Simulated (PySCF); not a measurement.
4-vinylphenol, C8H8O.
Cartesian coordinates in Å at the PBE0-D3(BJ)/def2-SVP level; atoms count from 1:
```
atom  x, y, z in Å
C1     3.0361   -0.6913    0.0791
C2     2.0572   -0.0131   -0.5327
C3     0.6453    0.0656   -0.1454
C4    -0.2106    0.9451   -0.8281
C5    -1.5527    1.0699   -0.4952
C6    -2.0861    0.3026    0.5441
O7    -3.3934    0.4511    0.8392
C8    -1.2528   -0.5882    1.2325
C9     0.0877   -0.7014    0.8893
H10    4.0564   -0.6732   -0.3096
H11    2.8657   -1.2820    0.9835
H12    2.3155    0.5666   -1.4267
H13    0.1938    1.5517   -1.6432
H14   -2.2093    1.7585   -1.0300
H15   -3.6230   -0.1333    1.5694
H16   -1.6637   -1.2004    2.0418
H17    0.7119   -1.4102    1.4375
```

Computed with TDDFT wB97X-D/def2-SVPD, vertical, gas phase, core orbitals frozen in the response in PySCF.

Ground-to-excited transition dipoles (e·a0, same axes as the geometry; the sign carries no meaning), for the states with f of 0.002 or more among the lowest 6:

```tsv
state	E (eV)	μx	μy	μz
S1	4.759	-0.927	-0.061	0.343
S2	5.069	1.646	-0.400	-0.054
S4	6.332	-0.682	0.841	-0.699
S5	6.583	-1.574	0.341	0.078
S6	6.656	0.042	-0.190	-0.152
```

Task: What oscillator strength does each state have?

Result: f = (2/3) ΔE |μ|² with ΔE in hartree (27.2114 eV).

| state | \|μ\|² (au) | \|μ\| (D) | f |
| --- | --- | --- | --- |
| S1 | 0.981 | 2.52 | 0.114 |
| S2 | 2.872 | 4.31 | 0.357 |
| S4 | 1.661 | 3.28 | 0.258 |
| S5 | 2.599 | 4.10 | 0.419 |
| S6 | 0.061 | 0.63 | 0.010 |

Task: What angle do the transition dipoles of S1 and S5 make?

Result: |cos θ| = |μa·μb| / (|μa| |μb|) = 0.92, so θ ≈ 23° (taken between 0 and 90°, since the signs are arbitrary).

Task: What peak molar absorption coefficient would the strongest computed level give as a lone Gaussian band 0.5 eV wide at half height?

Result: ε(max) = 2.175×10⁸ f / FWHM, with the width in cm⁻¹. S5: 2.175×10⁸ × 0.4192 / 4033 ≈ 23000 L mol⁻¹ cm⁻¹.

One conformer stands for the species.
